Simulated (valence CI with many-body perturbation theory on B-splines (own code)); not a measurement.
## Zr X: electric-dipole lines

Calculated by configuration interaction combined with many-body perturbation theory (CI+MBPT): three valence electrons over a frozen Dirac-Fock core [Ar] 3d10, a basis of 11 s, 11 p, 10 d, 8 f, 5 g, 2 h functions for each j, with the one-electron correlation potential Σ1 (screened to all orders), the two-electron term Σ2, the three-electron term Σ3, Breit, model QED; selected single and double excitations, second order for the rest, scaled by the run's own slope (own B-spline code, finite nucleus).

No measured spectrum was set against this ion. As an estimate, levels hold to about 250 cm⁻¹ or 0.2 % of their energy and the worst to 1 %, as in measured heavy ions of charge 2 to 7; those with d or f electrons hold less well.

Lines 1 to 50 of 584 in falling wavelength, among levels below 1007600 cm⁻¹, chosen from the strongest by gf and those to the six lowest levels. Wavelengths and rates use the calculated energies, so an error of 800 cm⁻¹ moves a line at 246.1 nm by 2 % and its rate by three times that or more. Electric multipoles are in the length gauge, E1 and E2 with the static RPA response of the core. Weak lines are less certain than strong ones. Lines between different terms over intervals too small for the method are left out, as are lines whose strength nearly cancels. Where a level lies close to another of its J and parity, the split of strength between their lines is uncertain. The highest levels of a list are the least certain.

Names give the largest LS component (configuration and term), which can be under half, so a name can repeat, a term be missing and a line seem to break the LS rules; names also repeat where a configuration has a term twice. Letters in brackets count levels of one name in rising energy.

```
λ vac (nm)               Upper               Lower   A (s⁻¹)  S (a.u.)
     246.1        4s²5g ²G_9/2       4s²5f ²F°_7/2  2.05e+08  1.51e+01
     240.7    4s²5g ²G_7/2 [b]       4s²5f ²F°_5/2  2.01e+08  1.11e+01
     238.2       4s²6p ²P°_1/2        4s²6s ²S_1/2  4.81e+08  6.43e+00
     219.5       4s²6p ²P°_3/2        4s²6s ²S_1/2  6.12e+08  1.28e+01
     153.2        4s²6d ²D_3/2       4s²6p ²P°_3/2  3.99e+08  2.83e+00
     151.7        4s²6d ²D_5/2       4s²6p ²P°_3/2  2.58e+09  2.66e+01
     145.2        4s²6d ²D_3/2       4s²6p ²P°_1/2  2.27e+09  1.37e+01
     137.6   4s4p5p ²D_3/2 [a]  4s4p5s ²P°_3/2 [a]  3.08e+08  1.58e+00
     134.7   4s4p5p ²P_1/2 [a]  4s4p5s ²P°_1/2 [a]  6.58e+08  1.59e+00
     129.6       4s4p5p ⁴D_3/2      4s4p5s ⁴P°_3/2  6.04e+08  2.60e+00
     129.5   4s4p5p ²D_3/2 [b]  4s4p5s ²P°_3/2 [b]  3.44e+08  1.48e+00
     129.1       4s4p5p ⁴D_1/2      4s4p5s ⁴P°_1/2  8.94e+08  1.90e+00
     128.1   4s4p5p ²D_3/2 [b]  4s4p5s ²P°_1/2 [b]  3.47e+08  1.44e+00
     126.7   4s4p5p ²P_1/2 [b]  4s4p5s ²P°_3/2 [b]  6.15e+08  1.23e+00
     125.4   4s4p5p ²P_1/2 [b]  4s4p5s ²P°_1/2 [b]  5.30e+08  1.03e+00
     125.3        4s²6d ²D_3/2       4s²5f ²F°_5/2  1.83e+09  7.11e+00
     125.2       4s4p5p ⁴S_3/2  4s4p5s ²P°_3/2 [a]  4.21e+08  1.63e+00
     124.2       4s4p5p ⁴P_3/2  4s4p5s ²P°_1/2 [a]  2.70e+08  1.02e+00
     124.2        4s²6d ²D_5/2       4s²5f ²F°_7/2  1.87e+09  1.06e+01
     123.1   4s4p4f ²D_3/2 [b]  4s4p5s ²P°_3/2 [b]  4.47e+08  1.64e+00
     122.8       4s²5p ²P°_1/2        4s²5s ²S_1/2  1.22e+09  2.24e+00
     121.1       4s4p5p ⁴D_3/2      4s4p5s ⁴P°_1/2  3.49e+08  1.22e+00
     118.9   4s4p5p ²D_5/2 [a]  4s4p5s ²P°_3/2 [a]  1.18e+09  5.85e+00
     118.0       4s4p5p ⁴P_1/2      4s4p5s ⁴P°_3/2  1.22e+09  1.99e+00
     117.7   4s4p5p ²D_3/2 [a]      4s4p5s ⁴P°_5/2  4.59e+08  1.48e+00
     117.5       4s4p5p ⁴P_5/2      4s4p5s ⁴P°_5/2  1.20e+09  5.76e+00
     117.0       4s4p5p ⁴D_5/2      4s4p5s ⁴P°_3/2  1.04e+09  4.95e+00
     116.8   4s4p5p ²D_5/2 [b]  4s4p5s ²P°_3/2 [b]  1.36e+09  6.45e+00
     116.5   4s4p5p ²P_3/2 [b]  4s4p5s ²P°_3/2 [b]  4.66e+08  1.45e+00
     115.5       4s4p5p ⁴D_7/2      4s4p5s ⁴P°_5/2  1.41e+09  8.58e+00
     115.4   4s4p5p ²P_3/2 [b]  4s4p5s ²P°_1/2 [b]  9.81e+08  2.97e+00
     114.4   4s4p5p ²D_3/2 [a]  4s4p5s ²P°_1/2 [a]  5.25e+08  1.55e+00
     112.9       4s²5p ²P°_3/2        4s²5s ²S_1/2  1.56e+09  4.44e+00
     112.4   4s4p4f ²F_7/2 [a]      4s4p5s ⁴P°_5/2  1.89e+08  1.06e+00
     111.8   4s4p5p ²P_3/2 [a]      4s4p5s ⁴P°_1/2  1.13e+09  3.11e+00
     109.5       4s4p4f ⁴D_5/2      4s4p5s ⁴P°_3/2  5.48e+08  2.13e+00
     108.6       4s4p5p ⁴P_3/2      4s4p5s ⁴P°_3/2  3.66e+08  9.25e-01
     108.5       4s4p5p ⁴S_3/2      4s4p5s ⁴P°_5/2  1.08e+09  2.73e+00
     104.7   4s4p5p ²S_1/2 [a]  4s4p5s ²P°_3/2 [a]  1.50e+09  1.70e+00
     104.3   4s4p5p ²S_1/2 [b]  4s4p5s ²P°_3/2 [b]  7.46e+08  8.35e-01
     103.8   4s4p5p ²D_5/2 [a]      4s4p5s ⁴P°_5/2  2.54e+08  8.40e-01
     103.3   4s4p5p ²S_1/2 [b]  4s4p5s ²P°_1/2 [b]  1.06e+09  1.15e+00
     97.61      4s4p5d ²F°_7/2   4s4p4f ²G_9/2 [b]  2.99e+08  1.10e+00
     86.10      4s4p5d ²P°_3/2   4s4p5p ²S_1/2 [a]  1.70e+09  2.15e+00
     85.35      4s4p5d ⁴D°_7/2       4s4p5p ⁴P_5/2  4.98e+08  1.22e+00
     83.86      4s4p5d ⁴F°_7/2   4s4p5p ²D_5/2 [a]  4.54e+08  1.06e+00
     83.24      4s4p5d ²P°_1/2   4s4p5p ²S_1/2 [a]  3.20e+09  1.82e+00
     82.27        4s²5d ²D_3/2       4s²4f ²F°_5/2  1.39e+09  1.53e+00
     82.15  4s4p5d ²F°_5/2 [a]   4s4p5p ²D_3/2 [a]  9.16e+08  1.50e+00
     82.08      4s4p5d ⁴D°_3/2       4s4p5p ⁴P_3/2  7.86e+08  8.58e-01
```
